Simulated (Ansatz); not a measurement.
Mulliken charges of BH₂O₂S, SMILES `OB(O)[S]` radical from ωB97M-V/def2-TZVPP in Ansatz (PBE0-D4/def2-TZVP geometry).

```csv
atom,x (Å),y (Å),z (Å),charge (e)
O1,0.167,1.048,-0.382,-0.289
B2,-0.132,-0.234,-0.021,0.304
O3,0.605,-0.859,0.929,-0.280
S4,-1.507,-1.150,-0.785,-0.119
H5,-0.397,1.426,-1.060,0.191
H6,1.306,-0.295,1.272,0.193
```

By hand: the dipole of these point charges (1 e Å = 4.8032 D).

Σ q r = (0.098, 0.219, -0.020) e Å, of length 0.241 e Å = 1.16 D.

How does the dipole of the full density compare? (An estimate is asked.)

The calculation gave: (0.103, 0.349, -0.079) e Å, 1.79 D; the point charges give 0.65 times that, at 11° from its direction.

Point charges leave out the atoms' own dipoles, such as those of lone pairs, and Mulliken's split depends on the basis, so the two needn't agree.
